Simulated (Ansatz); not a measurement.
CH$_{4}$FGaSi, relaxed with RKS PBE-D4/def2-SVP in Ansatz from a rough embedded geometry. The force threshold is 0.03 eV/Å; the program also tests the step.

Total charge 0; spin multiplicity 1. The bonds changed during the relaxation, so this is another structure than the one it started from.

Start:

```xyz
8

F    -1.440   -0.150    1.241
C    -0.598   -0.582    0.305
Si    0.180    0.886   -0.481
Ga    1.051    0.202    1.197
H    -1.119   -1.198   -0.474
H    -0.801    1.610   -1.338
H     1.334    0.464   -1.371
H     1.393   -1.232    0.920
```

| step | energy (eV) | largest force (eV/Å) | largest move (Å) |
| --- | --- | --- | --- |
| 1 | -64041.0979 | 6.371 | 0.000 |
| 2 | -64042.7266 | 1.770 | 0.195 |
| 3 | -64043.3172 | 1.090 | 0.199 |
| 4 | -64043.6555 | 0.673 | 0.195 |
| 5 | -64043.8706 | 0.517 | 0.192 |
| 6 | -64043.9717 | 0.381 | 0.200 |
| 7 | -64044.0395 | 0.309 | 0.192 |
| 8 | -64044.0514 | 0.363 | 0.084 |
| 9 | -64044.0656 | 0.294 | 0.083 |
| 10 | -64044.0709 | 0.229 | 0.034 |
| 11 | -64044.0797 | 0.092 | 0.103 |
| 12 | -64044.0863 | 0.314 | 0.102 |
| 13 | -64044.0953 | 0.492 | 0.166 |
| 14 | -64044.1043 | 0.214 | 0.040 |
| 15 | -64044.1110 | 0.282 | 0.106 |
| 16 (rejected) | -64044.1059 | 0.365 | 0.085 |
| 17 | -64044.1204 | 0.137 | 0.041 |
| 18 (rejected) | -64044.1194 | 0.126 | 0.091 |
| 19 | -64044.1246 | 0.035 | 0.044 |
| 20 | -64044.1256 | 0.029 | 0.046 |

End:

```xyz
8

F    -1.731   -0.341    0.926
C    -0.826   -0.555   -0.054
Si    0.124    0.806   -0.754
Ga    1.651    0.308    1.206
H    -0.667   -1.629   -0.266
H    -0.496    2.167   -0.728
H     0.817    0.421   -2.026
H     1.129   -1.176    1.695
```

It took 40 s on 2 threads of an Arm Neoverse V1 on a shared host, with 0.15 GiB of host memory at the peak.
